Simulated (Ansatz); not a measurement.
Results of the Gaussian-basis code of Ansatz.

F2H2MoO2S, SMILES `[OH][Mo]([OH])([F])([F])=[S]` at its PBE0-D4/def2-TZVP geometry, where that method's forces vanish. Total charge 0; spin multiplicity 1. Mo: def2 effective core potential.

```
atom   x (Å)   y (Å)   z (Å)
  O1   0.910  -0.954   0.734
 Mo2  -0.036   0.305  -0.306
  O3  -1.466  -0.856  -0.150
  F4   1.281   1.445   0.373
  F5  -1.136   1.778  -0.115
  S6   0.503   0.120  -2.305
  H7   1.747  -0.633   1.087
  H8  -1.803  -1.206   0.681
```

Problem. For each bond, give half the difference of the two atoms' forces along it (eV/Å; positive pushes the atoms apart) under PBE-D4, r2SCAN-D4, B3LYP-D4, ωB97M-V in def2-TZVPP. (An estimate is asked.)

Solution. The calculation gave: 
| bond | length (Å) | PBE-D4 | r2SCAN-D4 | B3LYP-D4 | ωB97M-V |
| --- | --- | --- | --- | --- | --- |
| O1–Mo2 | 1.888 | 0.21 | 0.13 | 0.19 | 0.08 |
| O1–H7 | 0.963 | 0.31 | -0.02 | -0.08 | -0.05 |
| Mo2–O3 | 1.848 | 0.30 | 0.24 | 0.24 | 0.06 |
| Mo2–F4 | 1.870 | 0.16 | -0.06 | 0.15 | 0.05 |
| Mo2–F5 | 1.848 | 0.24 | 0.02 | 0.18 | 0.07 |
| Mo2–S6 | 2.078 | 0.69 | 0.46 | 0.36 | -0.39 |
| O3–H8 | 0.963 | 0.23 | -0.06 | -0.11 | -0.05 |

B3LYP here is the variant with VWN-RPA as its local correlation; programs differ in this.
